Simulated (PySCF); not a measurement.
## SMILES F[C@@H]1[SiH2]OC[C@@H]1F, C$_{3}$H$_{6}$F$_{2}$OSi

Geometry:
```csv
atom,x (Å),y (Å),z (Å)
F1,-0.039,1.256,-1.603
C2,0.375,1.042,-0.298
Si3,1.507,-0.517,-0.278
O4,0.281,-1.532,0.093
C5,-0.990,-0.939,0.177
C6,-0.795,0.536,0.537
F7,-1.951,1.246,0.340
H8,0.746,2.003,0.062
H9,2.459,-0.489,0.823
H10,2.015,-0.765,-1.615
H11,-1.572,-1.471,0.933
H12,-1.503,-1.008,-0.788
H13,-0.536,0.636,1.599
```

Level of theory: TDDFT PBE0/def2-SVPD circular dichroism and optical rotation, one conformer, gas phase in PySCF. Geometry: GFN2-xTB.

States above about 8.4 eV lie in this functional's continuum (it starts at minus the energy of the highest occupied orbital, well below the true ionisation energy for most functionals) and depend on the basis.

Question: What are the CIP labels of the stereocentres?

Answer: C2 R, C6 S.

Question: Which excitations and rotatory strengths does the calculation give?

Answer: Rotatory strengths R in 10⁻⁴⁰ esu² cm², velocity form and length form (origin at the centre of mass); f in length form.
| state | E (eV) | λ (nm) | f | R (velocity) | R (length) | main |
| --- | --- | --- | --- | --- | --- | --- |
| 1 | 6.77 | 183 | 0.009 | +43.8 | +42.9 | HOMO→LUMO 0.87, HOMO−1→LUMO 0.11 |
| 2 | 6.96 | 178 | 0.027 | -38.0 | -38.5 | HOMO−1→LUMO 0.85, HOMO→LUMO 0.11 |
| 3 | 7.45 | 167 | 0.009 | -7.5 | -6.9 | HOMO→LUMO+1 0.91 |
| 4 | 7.57 | 164 | 0.002 | +2.5 | +1.5 | HOMO−1→LUMO+1 0.61, HOMO→LUMO+2 0.26 |
| 5 | 7.74 | 160 | 0.011 | +4.0 | +3.8 | HOMO→LUMO+2 0.56, HOMO−1→LUMO+1 0.32 |
| 6 | 7.96 | 156 | 0.024 | +16.2 | +14.6 | HOMO−2→LUMO 0.50, HOMO−1→LUMO+2 0.41 |
| 7 | 8.02 | 155 | 0.024 | -16.7 | -16.2 | HOMO−1→LUMO+2 0.49, HOMO−2→LUMO 0.40 |
| 8 | 8.23 | 151 | 0.020 | -30.3 | -28.9 | HOMO→LUMO+3 0.89 |
| 9 | 8.35 | 149 | 0.003 | -4.3 | -5.4 | HOMO−3→LUMO 0.65, HOMO−1→LUMO+3 0.23 |
| 10 | 8.45 | 147 | 0.037 | +15.5 | +12.7 | HOMO−1→LUMO+3 0.66, HOMO−3→LUMO 0.21 |
| 11 | 8.60 | 144 | 0.012 | -4.3 | -4.4 | HOMO−2→LUMO+1 0.72, HOMO→LUMO+4 0.11 |
| 12 | 8.64 | 143 | 0.016 | -26.7 | -26.1 | HOMO→LUMO+4 0.80 |

Among the states computed, the strongest CD band (largest |R|) is state 1. The largest dissymmetry factor in size, g = 4R/(D+G), with D and G the electric and magnetic dipole strengths, is +0.045 for state 1 (velocity form, f = 0.010), among bands with |R| over 0.5. The mirror image has the same energies and oscillator strengths and all R with the opposite sign.
